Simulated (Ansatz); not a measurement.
`C[S][Ge]([F])([F])[F]` → F₂ + `C[S][Ge][F]`  (germylene formation by 1,1-elimination)

Computed with Ansatz on PBE0-D4/def2-TZVP structures; ΔE is electronic, products minus reactants. CCSD(T)/CBS adds triple-zeta CCSD(T) − MP2 to the extrapolated MP2 energy (def2 sets, frozen cores). This one scheme is used for every species. DFT in def2-TZVPP. B3LYP here is the variant with VWN-RPA as its local correlation; programs differ in this. For Ge outer-core shells are correlated without core-valence functions, which leaves a few kJ/mol of doubt a bond. Scalar relativity is left out up to krypton. Each species was taken in one conformer, which may not be the lowest.

CCSD(T)/CBS gives +171.5 kcal/mol.

Another level gave +169.7 kcal/mol. Which?
A. HF/def2-TZVPP
B. B3LYP-D4/def2-TZVPP
C. r2SCAN-D4/def2-TZVPP
D. CCSD/def2-TZVPP

C. r2SCAN-D4 169.7, HF/def2-TZVPP 185.6, CCSD/def2-TZVPP 175.7, B3LYP-D4 161.9 kcal/mol.

What do rigid-rotor, harmonic-oscillator terms from PBE0-D4/def2-TZVP frequencies (298.15 K, 1 bar) make of the CCSD(T)/CBS value? (An estimate is asked.)

Computed: ΔZPE = -1.9 kcal/mol, ΔH = +170.2 kcal/mol, ΔS = 145 J/(mol·K), ΔG = +159.9 kcal/mol. Modes under 50 cm⁻¹ make the entropy rough.

Largest T1 diagnostic among the species: 0.015.

The D4 term adds +1.9 kcal/mol with B3LYP and +1.1 kcal/mol with PBE0; it sums over pairs of atoms, weighted by their polarisabilities, and B3LYP, whose exchange is more repulsive, gets the larger term. In def2-TZVPP, CCSD(T) changes the Hartree–Fock value by −12.5 kcal/mol (the triples alone add −2.6 kcal/mol) and MP2 by −2.6 kcal/mol.

CCSD(T)/CBS has its own doubt, a few kJ/mol and more with outer-core shells, so smaller differences from it don't rank the levels.
